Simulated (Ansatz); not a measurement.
Stepwise reaction of `F[SiH](F)[SiH3]` with ammonia, as a gas-phase model of exchange steps in deposition or etching. ΔE in kJ/mol.

Gas-phase electronic energies from Ansatz, PBE0-D4/def2-TZVP geometries. CBS: MP2 limit from def2 TZ/QZ plus the TZ coupled-cluster correction, frozen cores. This one scheme is used for every species. Functionals use def2-TZVPP. B3LYP here is the variant with VWN-RPA as its local correlation; programs differ in this. One conformer a species, not always the lowest.

| step | reaction | PBE-D4 | B3LYP-D4 | ωB97M-V | CCSD(T)/CBS |
| --- | --- | --- | --- | --- | --- |
| 2 | `N[Si](F)(F)[SiH3]` + NH₃ → `N[SiH2][Si](N)(F)F` + H₂ | -16.1 | -20.0 | -19.4 | -18.5 |

Problem. Give the row of step 1, `F[SiH](F)[SiH3]` + NH₃ → `N[Si](F)(F)[SiH3]` + H₂. (Estimate.)

Solution. The calculation gave: 
```json
{"step": "1", "reaction": "`F[SiH](F)[SiH3]` + NH₃ → `N[Si](F)(F)[SiH3]` + H₂", "PBE-D4": "-55.4", "B3LYP-D4": "-58.4", "ωB97M-V": "-59.7", "CCSD(T)/CBS": "-57.7"}
```

Problem. By hand: ΔE of the 2 steps together at CCSD(T)/CBS.

Solution. (-57.7) + (-18.5) = -76.2 kJ/mol, or -38.1 kJ/mol a step.

In ΔE each step is higher than the one before. All are downhill at CCSD(T)/CBS. PBE-D4 differs from CCSD(T)/CBS by 2.3 to 2.4 kJ/mol a step. Isolated molecules leave out the surface, adducts and barriers. Largest T1 diagnostic: 0.013.
